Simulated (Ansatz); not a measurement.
`[F][Al-]([F])([F])[NH2+][SiH3]` from Hartree–Fock to CCSD(T)

```xyz
11

F     0.5518    2.4746   -1.0408
Al    0.7430    1.4662    0.2589
F     2.0343    0.4207    0.1931
F     0.3721    2.0769    1.7529
N    -0.7405    0.1695   -0.0214
Si   -0.1689   -1.5312   -0.2328
H    -1.3636    0.2593    0.7787
H    -1.2633    0.4931   -0.8327
H     0.5250   -1.9046    1.0127
H    -1.3726   -2.3767   -0.4327
H     0.6825   -1.5479   -1.4358
```

The species carries charge 0 and has multiplicity 1. The structure was optimised at the PBE0-D4/def2-TZVP level. It is one conformer, not always the lowest. Frozen core, restricted reference, Ansatz. CBS rows extrapolate triple and quadruple zeta; past MP2 they add the triple-zeta difference.

```
     basis     HF (Eh)  MP2 corr.
  def2-SVP  -886.38067   -0.90038
def2-TZVPP  -887.02433   -1.18079
def2-QZVPP  -887.05942   -1.28703
```

Q: Estimate the CCSD correlation energy and the (T) correction in each basis where they were run (hartree).

A: 
```
     basis  CCSD corr.       (T)
  def2-SVP    -0.93922  -0.01511
def2-TZVPP    -1.21046  -0.03512
 CBS(def2)    -1.39539     as TZ
```
